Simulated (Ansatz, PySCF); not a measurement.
C$_{2}$H$_{9}$NS$_{2}$Si (SMILES CN(C)[SiH](S)S), singlet, geometry from GFN2-xTB, with bond 11-5 at 1.8 times its length. Base run: CASSCF(6,6)/STO-3G run with PySCF.

PySCF was given this input:
```python
from pyscf import gto, scf, mcscf
import numpy

mol = gto.M(
    atom='''
Si    0.40423253   -0.46502590    0.03036471
S     1.32095902    0.57200236   -1.61849825
S     1.01391101    0.34813558    1.92924845
N    -1.27548243   -0.22475286   -0.15403049
C    -1.90737687   -0.23554229   -1.45297023
C    -2.19854185   -0.53687231    0.91385487
H     0.93910105   -1.82277774    0.06679319
H     2.49261865    0.75517389   -1.03237392
H     0.66629747    1.60174399    1.67879253
H    -2.74252435    0.46798363   -1.45745734
H    -0.62258214    0.30459750   -2.82466901
H    -2.28968977   -1.23055167   -1.70254334
H    -3.02115710    0.18157970    0.90672893
H    -2.61588105   -1.54220408    0.79902160
H    -1.68844920   -0.47956972    1.87186005
''',
    basis='sto-3g',
    verbose=4,
)

mf = scf.RHF(mol)
mf.kernel()
mc = mcscf.CASSCF(mf, 6, 6)
mc.fix_spin_(ss=0.0)
mc.kernel()
occ = numpy.linalg.eigvalsh(mc.fcisolver.make_rdm1(mc.ci, mc.ncas, mc.nelecas))[::-1]
ss = mc.fcisolver.spin_square(mc.ci, mc.ncas, mc.nelecas)[0]
print('natural occupations', occ.round(4), ' <S^2>', round(ss, 4))
```

Programs used: Ansatz (an electronic-structure program), PySCF; a row that names a program was run with it.

Variants of this job, named by their change:

| change | ΔE vs base (mEh) | natural occupations | <S^2> of the state | outcome |
|---|---|---|---|---|
| base | 0.000 | 1.98 1.97 1.73 0.27 0.03 0.02 | 0.00 | converged |
| fix_spin_ = off | 0.000 | 1.98 1.97 1.73 0.27 0.03 0.02 | 0.00 | converged |
| orbitals = fixed (CASCI) | 100.9 | 2.00 2.00 1.98 0.02 0.00 0.00 | 0.00 | converged |
| active space = 10 electrons, 9 orbitals | - | - | - | not converged |
| start = MP2 natural orbitals | -7.378 | 1.99 1.98 1.73 0.27 0.02 0.02 | 0.00 | converged |
| active space = 4 electrons, 4 orbitals | 13.535 | 1.98 1.73 0.27 0.02 | 0.00 | converged |
| active space = 2 electrons, 3 orbitals | 25.444 | 1.73 0.27 0.00 | 0.00 | converged |
| orbitals = fixed (CASCI); correction = SC-NEVPT2 | -168.6 | 2.00 2.00 1.98 0.02 0.00 0.00 | 0.00 | converged |
| code = ansatz | -9.380 | - | - | converged |
| correction = SC-NEVPT2 | -202.4 | 1.98 1.97 1.73 0.27 0.03 0.02 | 0.00 | converged |
| conv_tol = 1e-5 | 0.000 | 1.98 1.97 1.73 0.27 0.03 0.02 | 0.00 | converged |

Active orbitals are taken around the Fermi level unless the row says otherwise; CASSCF can end in different local minima, and two programs can end on different orbitals. State-averaged rows give the lowest state.
